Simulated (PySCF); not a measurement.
SMILES CO[SiH2]O[SiH3] (CH8O2Si2) (GFN2-xTB optimised geometry):

```
13

C      2.934    -0.319     0.000
O      1.540    -0.319     0.000
Si     0.541     0.954     0.000
O     -0.945     0.340     0.015
Si    -2.093    -0.802    -0.008
H      3.323     0.166     0.898
H      3.324     0.208    -0.874
H      3.272    -1.356    -0.024
H      0.671     1.740    -1.225
H      0.680     1.752     1.216
H     -2.061    -1.466    -1.311
H     -3.324    -0.042     0.196
H     -1.845    -1.752     1.075
```

Level of theory: PBE/def2-TZVP (PySCF).

Problem. What are the frontier orbital energies and the dipole moment?

Solution. HOMO-2 -7.45 eV, HOMO-1 -7.21 eV, HOMO -6.65 eV, LUMO -0.62 eV, LUMO+1 -0.05 eV; dipole moment 1.26 D.

Meta-Löwdin charges at PBE/def2-TZVP: C1 -0.14, O2 -0.59, Si3 1.07, O4 -0.81, Si5 0.72, H6 0.11, H7 0.11, H8 0.13, H9 -0.14, H10 -0.14, H11 -0.11, H12 -0.10, H13 -0.11.
